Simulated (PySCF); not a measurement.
Record of a relaxation.

Species: SnBrMe3, C3H9BrSn.
Bonds: Sn1–Br2, Sn1–C3, Sn1–C7, Sn1–C11. Hydrogens: H4, H5, H6 on C3; H8, H9, H10 on C7; H12, H13, H14 on C11.

Computed by this run: PySCF 2.14.0, PBE0-D3(BJ)/def2-SVP geometry optimisation, gas phase, def2 core potentials past Kr; density fitting, grid level 1; the optimiser is geomeTRIC in internal coordinates, started from a GFN2-xTB structure with every atom displaced at random (about 0.03 Å). The frame can shift and turn from step to step; on so coarse a grid that alone can change the energy by a few meV, and forces under 0.02 eV/Å are noise.

Step 0: E = -79113.9443 eV, largest atomic force 4.261 eV/Å
```
atom  x, y, z in Å  |  force x, y, z in eV/Å
Sn1     0.063   -0.074    0.357   -1.814   1.193  -0.502
Br2    -0.008    0.002    2.848    0.077  -0.032   0.374
C3      2.075    0.000   -0.236    2.347   1.369   0.938
H4      2.729    0.865    0.234   -1.642  -1.304  -0.807
H5      2.228    0.046   -1.319   -0.180  -0.001  -0.213
H6      2.594   -0.890    0.137   -0.039  -0.368  -0.060
C7     -1.048    1.840   -0.205    1.358  -1.662   2.215
H8     -2.039    1.828    0.176   -1.319  -0.353   0.683
H9     -1.125    1.955   -1.226    0.070   0.255  -2.897
H10    -0.571    2.699    0.239    0.622   0.472   0.253
C11    -1.088   -1.864   -0.160    0.588   3.403  -2.059
H12    -2.063   -1.809    0.203   -2.087   0.407   0.865
H13    -0.643   -2.674    0.234    1.996  -3.380   1.659
H14    -1.125   -1.968   -1.241    0.024   0.001  -0.449
```

Step 1: E = -79114.6059 eV, largest atomic force 0.702 eV/Å
```
atom  x, y, z in Å  |  force x, y, z in eV/Å
Sn1     0.007   -0.020    0.354    0.452  -0.269   0.313
Br2    -0.052    0.040    2.886    0.063  -0.025  -0.055
C3      2.066    0.018   -0.239    0.407  -0.324   0.115
H4      2.603    0.862    0.206   -0.138   0.227   0.086
H5      2.192    0.075   -1.330   -0.157  -0.036  -0.019
H6      2.581   -0.888    0.123   -0.135  -0.009  -0.102
C7     -1.004    1.727   -0.188   -0.423   0.558  -0.053
H8     -2.027    1.679    0.216    0.062   0.074  -0.086
H9     -1.044    1.831   -1.283    0.002   0.095   0.037
H10    -0.485    2.585    0.264   -0.069   0.053  -0.133
C11    -1.075   -1.768   -0.173    0.037  -0.142  -0.105
H12    -2.101   -1.677    0.211    0.027  -0.070   0.007
H13    -0.581   -2.645    0.264   -0.100  -0.066  -0.025
H14    -1.100   -1.863   -1.269   -0.029  -0.068   0.019
```

Step 2: E = -79114.6431 eV, largest atomic force 0.510 eV/Å
```
atom  x, y, z in Å  |  force x, y, z in eV/Å
Sn1     0.021   -0.026    0.366   -0.336   0.378  -0.069
Br2    -0.011    0.017    2.896    0.036  -0.010  -0.051
C3      2.080   -0.010   -0.224    0.170  -0.191  -0.015
H4      2.592    0.849    0.222   -0.003   0.146   0.062
H5      2.178    0.050   -1.319   -0.074  -0.009   0.012
H6      2.586   -0.923    0.126   -0.086   0.021  -0.031
C7     -1.031    1.800   -0.198    0.093  -0.298   0.035
H8     -2.058    1.763    0.199    0.099  -0.024  -0.045
H9     -1.069    1.910   -1.296    0.029  -0.034   0.145
H10    -0.515    2.667    0.240    0.009  -0.045  -0.035
C11    -1.056   -1.807   -0.173    0.061  -0.037   0.057
H12    -2.085   -1.729    0.213    0.113  -0.047  -0.036
H13    -0.564   -2.695    0.262   -0.102   0.160  -0.059
H14    -1.085   -1.909   -1.269   -0.011  -0.009   0.031
```

Step 3: E = -79114.6564 eV, largest atomic force 0.159 eV/Å
```
atom  x, y, z in Å  |  force x, y, z in eV/Å
Sn1     0.014   -0.015    0.366   -0.148   0.055  -0.016
Br2    -0.007    0.025    2.891    0.026  -0.009   0.016
C3      2.073   -0.008   -0.221    0.137   0.013   0.036
H4      2.581    0.861    0.225   -0.047  -0.042  -0.030
H5      2.158    0.051   -1.316   -0.024   0.001   0.001
H6      2.571   -0.923    0.128   -0.026   0.006  -0.005
C7     -1.021    1.785   -0.196    0.017  -0.066   0.004
H8     -2.047    1.750    0.196    0.010   0.003  -0.015
H9     -1.054    1.889   -1.292    0.008  -0.008   0.026
H10    -0.504    2.652    0.236    0.005   0.002  -0.013
C11    -1.055   -1.798   -0.175    0.057   0.020   0.008
H12    -2.082   -1.730    0.210    0.012  -0.020  -0.005
H13    -0.564   -2.681    0.260   -0.021   0.046  -0.010
H14    -1.084   -1.903   -1.269   -0.005  -0.002   0.002
```

Step 4: E = -79114.6580 eV, largest atomic force 0.032 eV/Å
```
atom  x, y, z in Å  |  force x, y, z in eV/Å
Sn1     0.008   -0.009    0.370    0.000   0.009   0.031
Br2     0.001    0.025    2.896    0.016  -0.005  -0.001
C3      2.070   -0.011   -0.218   -0.013  -0.015  -0.007
H4      2.576    0.858    0.224    0.017   0.015   0.006
H5      2.148    0.046   -1.314   -0.001  -0.001  -0.002
H6      2.563   -0.929    0.131   -0.004  -0.004   0.006
C7     -1.022    1.782   -0.198   -0.001   0.017  -0.001
H8     -2.049    1.752    0.191   -0.010   0.006  -0.003
H9     -1.051    1.880   -1.293    0.002  -0.005  -0.012
H10    -0.504    2.652    0.229   -0.001   0.007  -0.004
C11    -1.050   -1.791   -0.174    0.002  -0.009  -0.015
H12    -2.078   -1.733    0.208   -0.011  -0.011  -0.001
H13    -0.555   -2.670    0.261    0.006  -0.002   0.004
H14    -1.077   -1.897   -1.269   -0.001   0.000  -0.001
```

Step 5: E = -79114.6584 eV, largest atomic force 0.034 eV/Å
```
atom  x, y, z in Å  |  force x, y, z in eV/Å
Sn1     0.005   -0.005    0.373    0.007  -0.014   0.025
Br2     0.010    0.025    2.900    0.009  -0.003  -0.003
C3      2.067   -0.013   -0.216   -0.033   0.008  -0.007
H4      2.576    0.856    0.224    0.012  -0.004  -0.002
H5      2.141    0.042   -1.313    0.009  -0.002   0.000
H6      2.555   -0.933    0.134    0.004  -0.003   0.007
C7     -1.023    1.786   -0.199   -0.002   0.023  -0.002
H8     -2.051    1.759    0.186   -0.007   0.004  -0.001
H9     -1.050    1.878   -1.295    0.000  -0.006  -0.012
H10    -0.505    2.658    0.223   -0.002   0.002  -0.001
C11    -1.048   -1.791   -0.174   -0.007   0.003  -0.008
H12    -2.077   -1.741    0.208   -0.007  -0.003   0.000
H13    -0.548   -2.667    0.261    0.012  -0.008   0.005
H14    -1.073   -1.896   -1.269    0.003   0.003  -0.001
```

Step 6: E = -79114.6587 eV, largest atomic force 0.029 eV/Å
```
atom  x, y, z in Å  |  force x, y, z in eV/Å
Sn1     0.001    0.000    0.379    0.005   0.004   0.009
Br2     0.025    0.025    2.905    0.001   0.001   0.000
C3      2.062   -0.016   -0.215   -0.027   0.009  -0.007
H4      2.578    0.850    0.221    0.006  -0.005  -0.003
H5      2.134    0.033   -1.311    0.010  -0.002   0.000
H6      2.543   -0.938    0.139    0.007  -0.001   0.003
C7     -1.026    1.791   -0.202    0.001   0.005  -0.001
H8     -2.056    1.769    0.181    0.000   0.000   0.001
H9     -1.050    1.872   -1.299   -0.001  -0.004  -0.003
H10    -0.508    2.666    0.213    0.000  -0.002   0.001
C11    -1.044   -1.790   -0.171   -0.015  -0.002   0.000
H12    -2.074   -1.752    0.209    0.002   0.002   0.000
H13    -0.536   -2.662    0.262    0.007  -0.007   0.001
H14    -1.067   -1.892   -1.266    0.004   0.002   0.000
```

Step 7: E = -79114.6586 eV, largest atomic force under 0.02 eV/Å
```
atom  x, y, z in Å  |  force x, y, z in eV/Å
Sn1     0.000    0.001    0.381    0.001  -0.003   0.002
Br2     0.029    0.028    2.907    0.000   0.002  -0.002
C3      2.060   -0.017   -0.216   -0.010   0.000  -0.004
H4      2.579    0.849    0.218    0.001   0.001  -0.001
H5      2.133    0.030   -1.312    0.003  -0.002   0.000
H6      2.541   -0.938    0.140    0.003   0.001   0.001
C7     -1.027    1.791   -0.203   -0.001   0.001  -0.001
H8     -2.057    1.771    0.180    0.001  -0.001   0.000
H9     -1.051    1.869   -1.300    0.000  -0.001   0.000
H10    -0.508    2.667    0.210    0.000  -0.001   0.000
C11    -1.044   -1.790   -0.169   -0.004   0.003   0.004
H12    -2.074   -1.754    0.211    0.002   0.002   0.001
H13    -0.533   -2.662    0.263    0.002  -0.002  -0.001
H14    -1.066   -1.891   -1.264    0.002   0.002   0.001
```

**Question.** Summarise the path.

**Answer.** The energy falls by 0.7144 eV from step 0 to step 7; nine tenths of that is first reached at step 1. It never rises by more than 0.2 meV. The largest force goes from 4.261 to under 0.02 eV/Å. Among the bonds Sn1–C7 changes most, from 2.283 to 2.145 Å; the atoms move by 0.091 Å rms after alignment.

The cost below is that of the whole optimisation. Hardware: an Arm Neoverse V1 with one thread, shared host. Cost: 95 s, 0.54 GiB resident at most.
